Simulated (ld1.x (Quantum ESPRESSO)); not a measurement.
# An all-electron radial function and its pseudo partner (manganese)

Columns: radius, all-electron u(r) and pseudo u(r) of the 4s shell (level -6.09 eV) of manganese in the configuration [Ne] 3s2 3p6 3d5 4s1 4p1; PBE, scalar-relativistic, PAW scheme, ld1.x (Quantum ESPRESSO) 7.5.

```json
{"r (bohr)": "0.068", "all-electron": "0.0306", "pseudo": "0.1187"}
{"r (bohr)": "0.135", "all-electron": "-0.1284", "pseudo": "0.2287"}
{"r (bohr)": "0.202", "all-electron": "-0.1661", "pseudo": "0.3255"}
{"r (bohr)": "0.270", "all-electron": "-0.1013", "pseudo": "0.4050"}
{"r (bohr)": "0.338", "all-electron": "0.0069", "pseudo": "0.4618"}
{"r (bohr)": "0.405", "all-electron": "0.1134", "pseudo": "0.4937"}
{"r (bohr)": "0.473", "all-electron": "0.1991", "pseudo": "0.5013"}
{"r (bohr)": "0.540", "all-electron": "0.2536", "pseudo": "0.4861"}
{"r (bohr)": "0.608", "all-electron": "0.2779", "pseudo": "0.4506"}
{"r (bohr)": "0.675", "all-electron": "0.2752", "pseudo": "0.3996"}
{"r (bohr)": "0.742", "all-electron": "0.2510", "pseudo": "0.3370"}
{"r (bohr)": "0.810", "all-electron": "0.2103", "pseudo": "0.2660"}
{"r (bohr)": "0.878", "all-electron": "0.1581", "pseudo": "0.1915"}
{"r (bohr)": "0.945", "all-electron": "0.0997", "pseudo": "0.1177"}
{"r (bohr)": "1.013", "all-electron": "0.0367", "pseudo": "0.0447"}
{"r (bohr)": "1.080", "all-electron": "-0.0267", "pseudo": "-0.0239"}
{"r (bohr)": "1.148", "all-electron": "-0.0903", "pseudo": "-0.0899"}
{"r (bohr)": "1.215", "all-electron": "-0.1509", "pseudo": "-0.1510"}
{"r (bohr)": "1.283", "all-electron": "-0.2094", "pseudo": "-0.2095"}
{"r (bohr)": "1.350", "all-electron": "-0.2634", "pseudo": "-0.2634"}
{"r (bohr)": "1.418", "all-electron": "-0.3143", "pseudo": "-0.3143"}
{"r (bohr)": "1.485", "all-electron": "-0.3602", "pseudo": "-0.3602"}
{"r (bohr)": "1.553", "all-electron": "-0.4025", "pseudo": "-0.4025"}
{"r (bohr)": "1.620", "all-electron": "-0.4400", "pseudo": "-0.4400"}
{"r (bohr)": "1.688", "all-electron": "-0.4739", "pseudo": "-0.4739"}
{"r (bohr)": "1.755", "all-electron": "-0.5034", "pseudo": "-0.5034"}
```

Q: How many radial nodes do the two functions have?

A: The all-electron 4s function has n − l − 1 = 3; the pseudo-wave has 1, since 1 lower shell of the same l stays in the valence.

Q: At about which radius was the pseudo-wave matched?

A: 1.35 bohr. The columns agree to 0.0005 from 1.15 bohr on; several derivatives are matched, so the curves merge somewhat inside the radius.

Q: Is the pseudo-wave norm-conserving?

A: No, it belongs to a PAW set: the norm inside the radius is not constrained, and the difference is carried by the augmentation charge.
